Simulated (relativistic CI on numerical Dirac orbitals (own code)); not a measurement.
## Line list: Electric-dipole lines, Xe⁶⁺

Calculated at this level of theory: Dirac-Coulomb-Breit CI, separate exchange-only KLI orbitals for each configuration, QED by a radiative potential, valence Slater integrals scaled by 0.9, configuration energies shifted to the measured levels that pair with them (semi-empirical) (own radial code, finite nucleus).

Configuration list (outside the closed core [Kr]): 4d10.5s2, 4d10.5s.5p, 4d10.5p2, 4d10.5s.5d, 4d10.5s.6s, 4d10.5p.5d, 4d10.5s.6p, 4d10.5s.5f, 4d10.5p.6s, 4d10.5s.6d, 4d10.5s.7s, 4d10.5s.7p, 4d9.5s2.5p, 4d9.5s2.4f, 4d9.5s2.6p, 4d9.5s2.5f, 4d10.4f2, 4d10.5d2, 4d10.5s.4f, 4d10.4f.5p, 4d10.5s.5g, 4d10.4f.5d, 4d10.5f2, 4d10.5p.5f, 4d10.5g2, 4d10.5p.5g, 4d9.5s.5p2, 4d8.5s2.5p2, 4d10.5s.6f, 4d10.4f.5f. Levels of other configurations are missing.

| λ vac (nm) | Lower | Upper | A (s⁻¹) | E lower (cm⁻¹) | E upper (cm⁻¹) |
| --- | --- | --- | --- | --- | --- |
| 39.469 | 4d10.5s.5p 3P°_1 [3] | 4d10.5s.6s 3S_1 [19] | 6.39e+09 | 100433 | 353798 |
| 41.568 | 4d10.5s.5p 3P°_2 [4] | 4d10.5s.6s 3S_1 [19] | 1.16e+10 | 113227 | 353798 |
| 45.700 | 4d10.5s.5p 1P°_1 [5] | 4d10.5s.6s 1S_0 [20] | 1.75e+10 | 143889 | 362706 |
| 48.458 | 4d10.5p2 1D_2 [7] | 4d10.5p.5d 1F°_3 [47] | 1.15e+10 | 234451 | 440814 |
| 52.180 | 4d10.5s.5p 3P°_0 [2] | 4d10.5s.5d 3D_1 [15] | 9.76e+09 | 96159 | 287802 |
| 52.478 | 4d10.5p2 3P_2 [9] | 4d10.5p.5d 1F°_3 [47] | 1.04e+10 | 250260 | 440814 |
| 52.948 | 4d10.5p2 1D_2 [7] | 4d10.5p.5d 3D°_3 [43] | 1.16e+10 | 234451 | 423314 |
| 53.121 | 4d10.5s.5p 3P°_1 [3] | 4d10.5s.5d 3D_2 [16] | 1.25e+10 | 100433 | 288682 |
| 53.371 | 4d10.5s.5p 3P°_1 [3] | 4d10.5s.5d 3D_1 [15] | 6.82e+09 | 100433 | 287802 |
| 53.374 | 4d10.5p2 3P_0 [6] | 4d10.5p.5d 3D°_1 [41] | 1.79e+10 | 224501 | 411859 |
| 54.975 | 4d10.5p2 3P_1 [8] | 4d10.5p.5d 3D°_2 [42] | 1.38e+10 | 234685 | 416585 |
| 56.510 | 4d10.5s.5p 3P°_2 [4] | 4d10.5s.5d 3D_3 [17] | 1.47e+10 | 113227 | 290187 |
| 56.995 | 4d10.5s.5p 3P°_2 [4] | 4d10.5s.5d 3D_2 [16] | 3.76e+09 | 113227 | 288682 |
| 57.192 | 4d10.5s.5d 3D_1 [15] | 4d10.5s.5f 3F°_2 [49] | 1.54e+10 | 287802 | 462652 |
| 57.215 | 4d10.5p2 3P_2 [9] | 4d10.5p.5d 3D°_2 [46] | 1.23e+10 | 250260 | 425038 |
| 57.419 | 4d10.5s.5d 3D_2 [16] | 4d10.5s.5f 3F°_3 [50] | 1.64e+10 | 288682 | 462841 |
| 57.785 | 4d10.5p2 3P_2 [9] | 4d10.5p.5d 3D°_3 [43] | 1.13e+10 | 250260 | 423314 |
| 57.833 | 4d10.5s.5d 3D_3 [17] | 4d10.5s.5f 3F°_4 [51] | 1.86e+10 | 290187 | 463099 |
| 59.645 | 4d10.5p2 1S_0 [14] | 4d10.5p.5d 1P°_1 [48] | 1.38e+10 | 277707 | 445366 |
| 60.371 | 4d10.5s.5p 1P°_1 [5] | 4d10.5s.5d 1D_2 [18] | 2.10e+10 | 143889 | 309532 |
| 62.963 | 4d10.5s.5d 1D_2 [18] | 4d10.5s.5f 1F°_3 [53] | 2.35e+10 | 309532 | 468355 |
| 66.744 | 4d10.5s.5p 3P°_1 [3] | 4d10.5p2 3P_2 [9] | 1.62e+09 | 100433 | 250260 |
| 69.498 | 4d10.5s2 1S_0 [1] | 4d10.5s.5p 1P°_1 [5] | 7.84e+09 | 0 | 143889 |
| 72.189 | 4d10.5s.5p 3P°_0 [2] | 4d10.5p2 3P_1 [8] | 3.22e+09 | 96159 | 234685 |
| 72.975 | 4d10.5s.5p 3P°_2 [4] | 4d10.5p2 3P_2 [9] | 4.80e+09 | 113227 | 250260 |
| 74.487 | 4d10.5s.5p 3P°_1 [3] | 4d10.5p2 3P_1 [8] | 2.11e+09 | 100433 | 234685 |
| 74.617 | 4d10.5s.5p 3P°_1 [3] | 4d10.5p2 1D_2 [7] | 1.15e+09 | 100433 | 234451 |
| 74.728 | 4d10.5s.5p 1P°_1 [5] | 4d10.5p2 1S_0 [14] | 9.38e+09 | 143889 | 277707 |
| 75.116 | 4d10.5s.5d 3D_3 [17] | 4d10.5p.5d 3D°_3 [43] | 2.82e+09 | 290187 | 423314 |
| 75.967 | 4d10.5s.6s 3S_1 [19] | 4d10.5p.6s 3P°_2 [59] | 5.84e+09 | 353798 | 485435 |
| 76.172 | 4d10.5s.5d 1D_2 [18] | 4d10.5p.5d 1F°_3 [47] | 3.10e+09 | 309532 | 440814 |
| 78.523 | 4d10.5s.6s 1S_0 [20] | 4d10.5p.6s 1P°_1 [60] | 5.68e+09 | 362706 | 490058 |
| 80.601 | 4d10.5s.5p 3P°_1 [3] | 4d10.5p2 3P_0 [6] | 6.79e+09 | 100433 | 224501 |
| 82.333 | 4d10.5s.5p 3P°_2 [4] | 4d10.5p2 3P_1 [8] | 2.59e+09 | 113227 | 234685 |
| 82.492 | 4d10.5s.5p 3P°_2 [4] | 4d10.5p2 1D_2 [7] | 1.37e+09 | 113227 | 234451 |
| 83.947 | 4d10.5s.5d 3D_3 [17] | 4d10.5p.5d 3F°_4 [40] | 2.23e+09 | 290187 | 409309 |
| 85.207 | 4d10.5s.5d 3D_3 [17] | 4d10.5s.6p 3P°_2 [38] | 3.29e+09 | 290187 | 407548 |
| 110.42 | 4d10.5s.5p 1P°_1 [5] | 4d10.5p2 1D_2 [7] | 5.82e+08 | 143889 | 234451 |
| 133.08 | 4d10.5s.6p 3P°_0 [34] | 4d10.5s.6d 3D_1 [55] | 1.87e+09 | 400717 | 475858 |
| 133.52 | 4d10.5s.6p 3P°_1 [35] | 4d10.5s.6d 3D_2 [56] | 2.23e+09 | 401326 | 476220 |
| 135.69 | 4d10.5s.6p 1P°_1 [39] | 4d10.5s.6d 1D_2 [58] | 2.55e+09 | 407801 | 481497 |
| 144.18 | 4d10.5s.6p 3P°_2 [38] | 4d10.5s.6d 3D_3 [57] | 2.36e+09 | 407548 | 476904 |
| 186.05 | 4d10.5s.6s 3S_1 [19] | 4d10.5s.6p 3P°_2 [38] | 7.62e+08 | 353798 | 407548 |
| 187.59 | 4d10.5s.6d 3D_3 [57] | 4d10.5s.7p 3P°_2 [74] | 1.24e+09 | 476904 | 530210 |
| 417.01 | 4d10.5s.7s 3S_1 [61] | 4d10.5s.7p 3P°_2 [74] | 2.22e+08 | 506230 | 530210 |

Terms are leading LS components. Brackets give the number of a level in order of energy, since labels repeat. The list gives strong lines, with weight on those to low levels, without configurations that were not tied to measured data, without lines whose two gauges differ by over a factor of 2.5, among the lowest 252 of 427 levels, so that lines to higher ones, which can be the strongest, are missing. Levels whose partners in the same complex of configurations lie outside the list can be far off, and so can their lines. Rates are taken at the computed energies, electric ones in the length gauge.

Configurations whose levels could be paired with our table of measured levels were shifted onto them, all but the ground configuration, by the median error of their levels; single terms can still be off by 1,000 to 2,000 cm⁻¹ or more, and rates follow the energies as ν³ (E1, M1) or ν⁵ (E2). The others borrow a shift and can be off by several thousand cm⁻¹ or more. Levels and lines within the n = 5 or 6 shells can be off by up to 10 % or somewhat more, and those that change n by about 2 %, since core polarisation is missing. 44 of the 47 excited levels that our extract of the measured tables holds in this range could be paired (the sources list more); they are missed by 876 cm⁻¹ on average and 4499 at most, after the shifts were fitted to these levels, and levels without a partner can miss by more.

(1) From the table, what is the radiative lifetime of 4d10.5p.5d 1F°_3?

## Answers

(1) The listed rates from this level add up to about 2.50e+10 s⁻¹, 98 % of its decay; with all channels τ = 3.93e-11 s.

LS names give the leading component of a level, which can be under half, so a name can repeat, a term be missing and a line seem to break the LS rules.
